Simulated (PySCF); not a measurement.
## Telling isomers of C6H7NO apart by NMR

Theoretical values (PySCF 2.14.0 with density-fitted response routines): GFN2-xTB geometry, shieldings: GIAO PBE0/pcSseg-1. Rapidly exchanging positions averaged, one conformer, isolated molecule, non-relativistic Hamiltonian.

δ = σ(ref) − σ, references computed at the same level: ¹H (σ = 31.72 ppm) and ¹³C (σ = 186.93 ppm) vs TMS. Where no couplings were computed, multiplicities follow the n + 1 count of equivalent neighbours, and m marks all less simple cases (inequivalent or close neighbours, rings, F or P nearby). Shifts are as computed. Against solution values, carbons near 30 ppm lie about +3 ppm off and those near 130 ppm about +5 ppm. Of 1211 compounds with measured shifts, 218 miss one by over three times the rms of a fit or turn the order of signals round; such compounds aren't used in these exercises. OH and NH positions are gas-phase values without hydrogen bonding to other molecules.

(1) Tabulate the signals of `Cc1cccc[n+]1[O-]`, `ONc1ccccc1`, `COc1ccccn1` and their relative energies.

(2) What is the quickest way to tell ONc1ccccc1 from COc1ccccn1?

(3) What is the quickest way to tell Cc1cccc[n+]1[O-] from COc1ccccn1?

(4) What is the quickest way to tell Cc1cccc[n+]1[O-] from ONc1ccccc1?

Results:

(1) 
```json
{"SMILES": "Cc1cccc[n+]1[O-]", "carbon types": "1×C 4×CH 1×CH3", "δC": "154.9, 144.0, 131.8, 129.9, 124.4, 21.7", "δH": "8.44 (d, 1H), 7.43 (d, 1H), 7.30 (m, 1H), 6.98 (m, 1H), 2.53 (s, 3H)", "E rel. (kcal/mol)": "29.3"}
{"SMILES": "ONc1ccccc1", "carbon types": "1×C 5×CH", "δC": "155.5, 134.7, 124.4, 114.3", "δH": "7.53 (m, 2H), 7.04 (t, 1H), 6.91 (d, 2H), 6.39 (br s, 1H), 4.09 (br s, 1H)", "E rel. (kcal/mol)": "32.2"}
{"SMILES": "COc1ccccn1", "carbon types": "1×C 4×CH 1×CH3", "δC": "171.7, 154.0, 144.0, 120.1, 115.5, 55.8", "δH": "8.52 (d, 1H), 7.85 (m, 1H), 6.94 (m, 1H), 6.94 (d, 1H), 4.12 (s, 3H)", "E rel. (kcal/mol)": "0.0"}
```

Energies are electronic energies at PBE0/pcSseg-1 on these geometries, without zero-point or thermal terms, each for the one conformer computed, which needn't be the lowest.

(2) Count the carbon signals: 4 against 6. The first has an aromatic carbon bearing nitrogen (C) at 155.5 ppm, the second a methyl carbon bonded to O (CH3) at 55.8 ppm. Their most deshielded carbons lie at 155.5 and 171.7 ppm. In the proton spectra the most deshielded non-exchanging signals are 7.53 (m, 2H) and 8.52 (d, 1H).

(3) Both give the same number of carbon signals, with the same numbers of each carbon type, so the positions decide. The first has a methyl carbon on an aromatic ring (CH3) at 21.7 ppm, the second a methyl carbon bonded to O (CH3) at 55.8 ppm. Their most deshielded carbons lie at 154.9 and 171.7 ppm.

(4) Count the carbon signals: 6 against 4. The first has a methyl carbon on an aromatic ring (CH3) at 21.7 ppm, the second an aromatic CH at 114.3 ppm. Their most deshielded carbons lie at 154.9 and 155.5 ppm. In the proton spectra the most deshielded non-exchanging signals are 8.44 (d, 1H) and 7.53 (m, 2H).
